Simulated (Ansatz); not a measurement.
Relaxation of CH$_{5}$NOSi (9 atoms, charge 0, multiplicity 1), to a largest force component of 0.015 eV/Å in at most 40 steps.

Method: Ansatz 0.2.0, RKS PBE0/def2-mTZVP.

```xyz
9
Properties=species:S:1:pos:R:3
N -0.757 0.800 -0.961
Si 0.294 -0.459 -0.486
C 0.280 -0.328 1.423
O -0.249 -1.140 2.141
H -0.849 1.115 -1.912
H -0.964 1.534 -0.303
H 1.700 -0.356 -0.902
H -0.256 -1.756 -0.881
H 0.777 0.554 1.884
```

Question: Where does it end, and by what steps?

Answer: The forces met the threshold. After 26 steps the energy has fallen by 0.151 eV; H9 moved furthest, 1.31 Å.

```json
{"step": "0", "energy less start (eV)": "0.0000", "largest force component (eV/Å)": "0.416", "accepted": "yes"}
{"step": "1", "energy less start (eV)": "-0.0345", "largest force component (eV/Å)": "0.153", "accepted": "yes"}
{"step": "2", "energy less start (eV)": "-0.0247", "largest force component (eV/Å)": "0.544", "accepted": "no"}
{"step": "3", "energy less start (eV)": "-0.0390", "largest force component (eV/Å)": "0.167", "accepted": "yes"}
{"step": "4", "energy less start (eV)": "-0.0449", "largest force component (eV/Å)": "0.077", "accepted": "yes"}
{"step": "5", "energy less start (eV)": "-0.0558", "largest force component (eV/Å)": "0.119", "accepted": "yes"}
{"step": "6", "energy less start (eV)": "-0.0194", "largest force component (eV/Å)": "1.833", "accepted": "no"}
{"step": "7", "energy less start (eV)": "-0.0660", "largest force component (eV/Å)": "0.149", "accepted": "yes"}
{"step": "8", "energy less start (eV)": "-0.0672", "largest force component (eV/Å)": "0.389", "accepted": "yes"}
{"step": "9", "energy less start (eV)": "-0.0562", "largest force component (eV/Å)": "1.188", "accepted": "no"}
{"step": "10", "energy less start (eV)": "-0.0827", "largest force component (eV/Å)": "0.194", "accepted": "yes"}
{"step": "11", "energy less start (eV)": "-0.0924", "largest force component (eV/Å)": "0.159", "accepted": "yes"}
{"step": "12", "energy less start (eV)": "-0.1013", "largest force component (eV/Å)": "0.464", "accepted": "yes"}
{"step": "13", "energy less start (eV)": "-0.1213", "largest force component (eV/Å)": "0.114", "accepted": "yes"}
{"step": "14", "energy less start (eV)": "-0.1292", "largest force component (eV/Å)": "0.134", "accepted": "yes"}
{"step": "15", "energy less start (eV)": "-0.0923", "largest force component (eV/Å)": "1.253", "accepted": "no"}
{"step": "16", "energy less start (eV)": "-0.1399", "largest force component (eV/Å)": "0.120", "accepted": "yes"}
{"step": "17", "energy less start (eV)": "-0.1451", "largest force component (eV/Å)": "0.058", "accepted": "yes"}
{"step": "18", "energy less start (eV)": "-0.1417", "largest force component (eV/Å)": "0.595", "accepted": "no"}
{"step": "19", "energy less start (eV)": "-0.1451", "largest force component (eV/Å)": "0.177", "accepted": "yes"}
{"step": "20", "energy less start (eV)": "-0.1494", "largest force component (eV/Å)": "0.029", "accepted": "yes"}
{"step": "21", "energy less start (eV)": "-0.1503", "largest force component (eV/Å)": "0.034", "accepted": "yes"}
{"step": "22", "energy less start (eV)": "-0.1500", "largest force component (eV/Å)": "0.110", "accepted": "no"}
{"step": "23", "energy less start (eV)": "-0.1505", "largest force component (eV/Å)": "0.016", "accepted": "yes"}
{"step": "24", "energy less start (eV)": "-0.1505", "largest force component (eV/Å)": "0.057", "accepted": "yes"}
{"step": "25", "energy less start (eV)": "-0.1506", "largest force component (eV/Å)": "0.016", "accepted": "yes"}
{"step": "26", "energy less start (eV)": "-0.1506", "largest force component (eV/Å)": "0.008", "accepted": "yes"}
```

```xyz
9
Properties=species:S:1:pos:R:3
N -0.547 1.018 -1.014
Si 0.231 -0.383 -0.395
C 0.199 -0.460 1.536
O 0.880 -1.253 2.147
H -1.381 0.957 -1.577
H -0.076 1.899 -1.137
H 1.666 -0.472 -0.779
H -0.521 -1.572 -0.878
H -0.476 0.232 2.098
```

Whether the end is a true minimum wasn't checked by a vibrational analysis.

Run time: 48 s on 2 threads of Intel(R) Xeon(R) Platinum 8488C (Sapphire Rapids) (shared host), peak memory 0.21 GiB.
